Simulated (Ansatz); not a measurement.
CH4AlClSi (`Cl[SiH]1[CH2][AlH]1`), 8 atoms. Total charge 0; spin multiplicity 1. All runs use 2 threads of an Arm Neoverse V1 on a shared host. Correlated methods freeze the cores.

(1) How many basis functions does each run have, and how long does it take in Ansatz? RKS PBE0-D4/def2-TZVP relaxation (12 steps); RKS HSE06 (plane-wave form)-D4/def2-TZVPP energy; RHF-MP2/def2-QZVPP energy; RKS PBE0-D4/def2-QZVPP energy; RKS PBE0-D4/def2-SVP energy; RHF-CCSD(T)/def2-SVP energy; RKS BHLYP-D4/def2-TZVPP energy; RKS PBE0-D4/def2-TZVP frequencies; RKS ωB97M-V/def2-QZVPP energy; RHF-CCSD(T)/def2-TZVPP energy; RKS PBE-QIDH (frozen core)/def2-TZVPP energy; RKS LC-ωPBE/def2-TZVPP energy. (Estimate.)

## Answers

(1) The calculation gave: Other jobs shared the machine, so times are rough.

```
                                    level                    job  functions  wall time  peak host memory (GiB)
                     RKS PBE0-D4/def2-SVP                 energy         88      1.6 s                     0.4
                     RHF-CCSD(T)/def2-SVP                 energy         88      2.4 s                     0.4
                   RKS LC-ωPBE/def2-TZVPP                 energy        213      3.6 s                     0.4
RKS HSE06 (plane-wave form)-D4/def2-TZVPP                 energy        213      4.3 s                    0.52
                  RKS BHLYP-D4/def2-TZVPP                 energy        213      4.4 s                    0.51
    RKS PBE-QIDH (frozen core)/def2-TZVPP                 energy        213      7.5 s                    0.48
                   RKS PBE0-D4/def2-QZVPP                 energy        387       13 s                     1.2
                       RHF-MP2/def2-QZVPP                 energy        387       21 s                     1.7
                   RKS ωB97M-V/def2-QZVPP                 energy        387       29 s                     1.4
                    RKS PBE0-D4/def2-TZVP  relaxation (12 steps)        166       57 s                    0.39
                   RHF-CCSD(T)/def2-TZVPP                 energy        213       64 s                     2.7
                    RKS PBE0-D4/def2-TZVP            frequencies        166    2.4 min                     0.4
```

LC-ωPBE has ω = 0.4 bohr⁻¹.
